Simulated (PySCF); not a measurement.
C₃F₆O: calculation and literature

Structure with atom numbers: `[O:1]=[C:2]([C:3]([F:4])([F:5])[F:6])[C:7]([F:8])([F:9])[F:10]`.

Measured values that the calculation should reproduce: δ $^{19}$F F4/F5/F6/F8/F9/F10 -84.6 ppm (measured; University of Colorado NMR facility, 19F NMR Reference Standards).
δ $^{19}$F F4/F5/F6/F8/F9/F10 -84.1 ppm (measured; G. Saielli, R. Bini, A. Bagno, Computational 19F NMR. 2. Organic compounds, RSC Adv. 2014, ESI (exp. from Berger-Braun-Kalinowski 1994 and Everett 1995)).

PySCF 2.14 calculation with structure optimised with PBE0-D3(BJ)/def2-SVP and shielding tensors at PBE0/pcSseg-1 (GIAO); rapidly exchanging positions averaged, no solvent, one computed conformer, relativity neglected.

(1) How close does the calculation come?

(2) How far are the unscaled $^{19}$F shifts from the references?

Results:

(1) 
Reference values: measured (University of Colorado NMR facility, 19F NMR Reference Standards).
| atoms | quantity | reference | computed | computed, scaled |
| --- | --- | --- | --- | --- |
| F4/F5/F6/F8/F9/F10 | δ $^{19}$F vs CFCl3 | -84.6 | -87.9 | -74.1 |

Reference values: measured (G. Saielli, R. Bini, A. Bagno, Computational 19F NMR. 2. Organic compounds, RSC Adv. 2014, ESI (exp. from Berger-Braun-Kalinowski 1994 and Everett 1995)).
```csv
atoms,quantity,reference,computed,"computed, scaled"
F4/F5/F6/F8/F9/F10,δ $^{19}$F vs CFCl3,-84.1,-87.9,-74.1
```

Computed shifts are σ(ref) − σ with the named reference compound (TMS for H and C) calculated as an isolated molecule at the same level. The measured values may be among those fitted. Shieldings were converted by a linear fit to measured shifts: $^{19}$F (scatter 6.9 ppm rms, 7.8 ppm with the 5 outliers that the fit left out vs CFCl3, solution or neat liquid, with a term for F on sp3 carbon). Occasional misses reach two or three times the rms, and more in compound classes unlike the fitted ones.

(2) Mean signed difference -3.55 ppm, mean absolute 3.55 ppm over 2 comparisons; the largest is -3.8 ppm at F4/F5/F6/F8/F9/F10 (fluorine of a CF3 group).

2 of the 3 published NMR values on file for this molecule are compared.
